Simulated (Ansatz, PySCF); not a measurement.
YF2, SMILES [F][Y][F] (connectivity only; charge and spin as stated), neutral, multiplicity 2. Atoms are numbered in the order given.

```xyz
3

Y      0.0000     0.0000     0.1072
F      0.0000    -1.6606    -0.9436
F      0.0000     1.6606    -0.9436
```
Charge 0, spin multiplicity 2.

The structure is a stationary point at PBE0-D3(BJ)/def2-TZVP. The multiplicity is an assumed one; other spin states were not compared. The isomer is the one that the SMILES or the coordinates give; other isomers of the formula were not compared. The def2 effective core potentials stand for the cores of Y; spin–orbit coupling is left out.

Two levels are set side by side: PBE-D3(BJ)/def2-TZVP (Ansatz, a quantum-chemistry and plane-wave program) and PBE0-D3(BJ)/def2-TZVP (Ansatz). Each level has its own optimised geometry; the coordinates shown are those of the second. Frequencies come from the Hessian of PySCF at each geometry. Differences are taken from unrounded values.

```json
[
 {"quantity": "mean bond length (Å)", "PBE0-D3(BJ)": "1.965"},
 {"quantity": "bond Y1–F2 (Å)", "PBE0-D3(BJ)": "1.965"},
 {"quantity": "bond Y1–F3 (Å)", "PBE0-D3(BJ)": "1.965"},
 {"quantity": "highest harmonic wavenumber (cm⁻¹)", "PBE0-D3(BJ)": "608"},
 {"quantity": "mean harmonic wavenumber (cm⁻¹)", "PBE0-D3(BJ)": "446"},
 {"quantity": "zero-point energy (kcal/mol)", "PBE0-D3(BJ)": "1.91"}
]
```

Q: What does PBE-D3(BJ) give, and how far is it from PBE0-D3(BJ)? (Estimate from the structure and the level; the computed values follow.)

A: 
| quantity | PBE-D3(BJ) | PBE-D3(BJ) minus PBE0-D3(BJ) |
|---|---|---|
| mean bond length (Å) | 1.975 | 0.010 |
| bond Y1–F2 (Å) | 1.975 | 0.010 |
| bond Y1–F3 (Å) | 1.975 | 0.010 |
| highest harmonic wavenumber (cm⁻¹) | 594 | -14 |
| mean harmonic wavenumber (cm⁻¹) | 437 | -10 |
| zero-point energy (kcal/mol) | 1.87 | -0.04 |

Exact exchange shortens and stiffens bonds; PBE has none. Differences between two approximate levels are no errors against the true value.
